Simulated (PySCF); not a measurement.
**From computed data to an observable: chemical shift, span and skew from a shielding tensor**

C4H10BN, SMILES CB1CCCN1. Atoms are numbered in the order given.

```xyz
16

C      2.3022    -0.5976     0.0178
B      0.7783    -0.2084     0.0312
C     -0.4535    -1.0390     0.6055
C     -1.6593    -0.3009     0.0040
C     -1.1864     1.1376    -0.2373
N      0.2454     0.9996    -0.4381
H      2.4572    -1.5193    -0.5682
H      2.9625     0.1811    -0.3939
H      2.6465    -0.8312     1.0396
H     -0.4501    -2.1174     0.3845
H     -0.4383    -0.9530     1.7093
H     -2.5700    -0.3356     0.6220
H     -1.9139    -0.7569    -0.9671
H     -1.4051     1.7820     0.6372
H     -1.6844     1.6022    -1.1055
H      0.7677     1.7926    -0.7879
```
Charge 0, spin multiplicity 1.

Coordinates come from a PBE0-D3(BJ)/def2-SVP optimisation. One conformer was computed; it need not be the lowest.

GIAO shieldings from KT2/pcSseg-1 (PySCF), non-relativistic, no solvent. The symmetric part of the tensor of C4 has the principal values 130.6, 163.0, 169.0 ppm. The same nucleus in TMS has σ = 185.1 ppm at this level (PySCF, at its B3LYP-D3(BJ)/def2-TZVP geometry).

Question: Work out the isotropic shielding, the ¹³C shift against TMS, the span and the skew.

Answer: 
σ(iso) = (σ11 + σ22 + σ33)/3 = 154.2 ppm. δ = σ(ref) − σ(iso) = 185.1 − (154.2) = 30.9 ppm.
Span Ω = σ33 − σ11 = 38.4 ppm. Skew κ = 3(σ(iso) − σ22)/Ω = -0.69. Tumbling in solution averages the tensor to δ; in a static solid the shielding alone would spread this spin-1/2 line over Ω.
